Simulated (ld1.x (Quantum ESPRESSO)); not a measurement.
## Sb (Z = 51), ultrasoft: configuration errors across variants

- Element: Sb (Z = 51)
- Generator: ld1.x (Quantum ESPRESSO) 7.5
- Type: ultrasoft
- Functional: LDA (PZ)
- Relativity: scalar-relativistic
- Frozen core: [Ar] 3d10 4s2
- Valence charge: 21
- Reference configuration: 4p6 4d10 5s2 5p3
- Partial waves: 5s (bound): rcut 1.30, rcutus 1.75 bohr; 5s channel at -0.4 Ry: rcut 1.30, rcutus 1.75 bohr; 4p (bound): rcut 1.10, rcutus 1.25 bohr; 5p (bound): rcut 1.10, rcutus 1.25 bohr; 4d (bound): rcut 1.35, rcutus 1.55 bohr; 4d channel at -1.5 Ry: rcut 1.35, rcutus 1.55 bohr
- Local potential: all-electron potential smoothed inside 1.40 bohr (lloc = -1)
- Core correction: a·sin(br)/r model core, default radius (core density twice the valence density)
- Augmentation charge: built from norm-conserving waves at rcut, not smoothed further

All-electron excitation energies from the reference (eV): (1) 4p6 4d10 5s2 5p2 8.521; (2) 4p6 4d10 5s2 5p1 24.774; (3) 4p6 4d10 5s2 5p0 49.559; (4) 4p6 4d9 5s2 5p3 40.796; (5) 4p6 4d10 5s2 5p2.5 3.355; (6) 4p6 4d10 5s2 5p3.3 -1.207; (7) 4p6 4d9 5s2 5p4 31.004; (8) 4p6 4d10 5s2 5p3 spin -1.092; (9) 4p6 4d10 5s2 5p2 spin 7.930.

Spin tests fill each open shell by Hund’s rule, majority spin first.

1 further variants failed, have other tests or too few solved ones, and are left out.

The file “base” misses its own reference levels by 3.1 eV. The file “local potential all-electron potential smoothed inside 1.02 bohr (lloc = -1)” misses its own reference levels by 2.6 eV. The file “local potential all-electron potential smoothed inside 1.16 bohr (lloc = -1)” misses its own reference levels by 2.6 eV. The file “local potential all-electron potential smoothed inside 1.54 bohr (lloc = -1)” misses its own reference levels by 2.9 eV. The file “local potential all-electron potential smoothed inside 1.72 bohr (lloc = -1)” misses its own reference levels by 2.9 eV.

Errors AE − PS in meV (a dash: test not solved or not reliable):

```csv
change,(1),(2),(3),(4),(5),(6),(7),(8),(9),bound ghosts
base,+908,+2608,+5260,-3164,+363,-137,-4142,+6.8,+929,not determined
local potential all-electron potential smoothed inside 1.02 bohr (lloc = -1),+889,+2508,+4973,-2606,+359,-138,-3546,+46,+934,not determined
local potential all-electron potential smoothed inside 1.16 bohr (lloc = -1),+899,+2540,+5038,-2608,+363,-139,-3566,+51,+948,not determined
local potential all-electron potential smoothed inside 1.54 bohr (lloc = -1),+899,+2562,+5129,-2893,+361,-137,-3852,+25,+931,not determined
local potential all-electron potential smoothed inside 1.72 bohr (lloc = -1),+895,+2549,+5103,-2890,+359,-137,-3843,+23,+925,not determined
```

(1) Give the same row for: local potential all-electron potential smoothed inside 1.96 bohr (lloc = -1).

Answers

(1) +893, +2563, +5168, -3109, +357, -135, -4071, +1.2, +909; bound ghosts: not determined.
